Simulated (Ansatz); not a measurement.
Basis sets compared for Cd2Se (the lowest singlet isomer of a short search). Total charge 0; singlet. Geometry PBE-D4/def2-TZVP. Ansatz on 4 threads of Arm Neoverse V2 on a shared host; times are rough, and most runs start from earlier orbitals.

Cartesian coordinates in Å:
```
Cd -2.0124 0.2191 -1.5149
Cd 2.0110 -0.2202 1.5166
Se 0.0013 0.0011 -0.0017
```

In the def2 sets Cd takes a core potential; there is no spin–orbit coupling. The order of the spin states hangs on the level: the triplet lies 0.12 eV below the singlet at PBE0-D4/def2-TZVP, but 0.15 eV above it at PBE-D4/def2-TZVP. The structure comes from a short search, and lower isomers may exist.

```tsv
level	functions	energy (Eh)	HOMO (eV)	LUMO (eV)	wall time
PBE-D4/def2-SVP	94	-2736.3991	-4.99	-4.06	0.75 s
PBE-D4/def2-TZVP (with forces)	128	-2736.7777	-5.05	-4.07	1.2 s
r2SCAN-D4/def2-TZVP	128	-2737.2184	-5.27	-4.10	2.6 s
PBE0-D4/def2-SVP	94	-2736.4443	-5.97	-3.54	1.4 s
PBE0-D4/def2-TZVP	128	-2736.8198	-6.04	-3.54	2.4 s
```

Problem. Estimate the rows for PBE-D4/def2-TZVPD, r2SCAN-D4/def2-TZVPD, PBE0-D4/def2-TZVPD.

Solution. 
| level | functions | energy (Eh) | HOMO (eV) | LUMO (eV) | wall time |
| --- | --- | --- | --- | --- | --- |
| PBE-D4/def2-TZVPD | 137 | -2736.7785 | -5.08 | -4.09 | 1.4 s |
| r2SCAN-D4/def2-TZVPD | 137 | -2737.2191 | -5.29 | -4.12 | 2.8 s |
| PBE0-D4/def2-TZVPD | 137 | -2736.8205 | -6.06 | -3.56 | 1.9 s |
